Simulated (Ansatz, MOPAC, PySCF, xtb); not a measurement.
Noncovalent pair: HCl (SMILES Cl) (first 2 atoms) with C2H4 (SMILES C=C); geometry from B3LYP-D3(BJ)/def2-TZVP.
(charge 0, multiplicity 1):
```xyz
8

Cl    -0.44736     0.01662     0.25717
H     -0.30983     0.03204     1.54329
C      0.37281     0.56378     3.79070
C     -0.48591    -0.44246     3.90082
H      1.43656     0.39415     3.67609
H      0.04587     1.59627     3.81485
H     -1.54920    -0.27269     4.01946
H     -0.15854    -1.47487     3.88065
```

Monomers are frozen at their geometry in the pair; levels with a basis set take the counterpoise correction.

Rows in 6-31G* carry no dispersion term and start afresh at each structure (6-31G* with six Cartesian d functions). The state that PM6 reach isn't checked.

Run with Ansatz (a first-principles code) with Gaussian orbitals; MOPAC for PM6 (differences of heats of formation); PySCF for 6-31G* rows, the dispersion terms; xtb for the GFN methods. Each number belongs to the level named beside it.

Task: One of these levels gives -119.3 meV for the interaction energy. Which?
(A) CAM-B3LYP-D3(BJ)/def2-TZVPPD
(B) GFN2-xTB
(C) PM6
(D) B3LYP/6-31G*

Result: D, B3LYP/6-31G*. The others give -74.5 (PM6), -105.0 (GFN2-xTB), -145.8 (CAM-B3LYP-D3(BJ)/def2-TZVPPD)
